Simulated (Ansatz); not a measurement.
Question: Name a neutral molecule of B, F, Si and H with size of the dipole moment (ωB97M-V/def2-TZVPP) between 1.25 and 1.55 D and zero-point energy (PBE0-D4/def2-TZVP) between 136 and 152 kJ/mol (Ansatz, PBE0-D4/def2-TZVP geometry).

Answer: `F[SiH2]B[SiH3]` (1.50 D, 146.7 kJ/mol). Other molecules can fit too; these were computed, each in one conformer that needn't be the lowest.
